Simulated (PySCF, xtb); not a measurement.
CCl₃, SMILES Cl[C](Cl)Cl (connectivity only; charge and spin as stated), charge +1, multiplicity 1.

Harmonic wavenumbers (cm⁻¹) from GFN2-xTB (xtb) at its own minimum, in rising order: 269, 269, 445, 506, 822, 823.

Task: What does TPSSh-D3(BJ)/def2-SVP (PySCF) give at its own minimum? (Estimate from the structure and the level; the computed values follow.)

Result: 308, 308, 517, 543, 1042, 1042. Paired by order, the mean absolute difference is 104 cm⁻¹ and the zero-point energies are 4.5 and 5.4 kcal/mol.
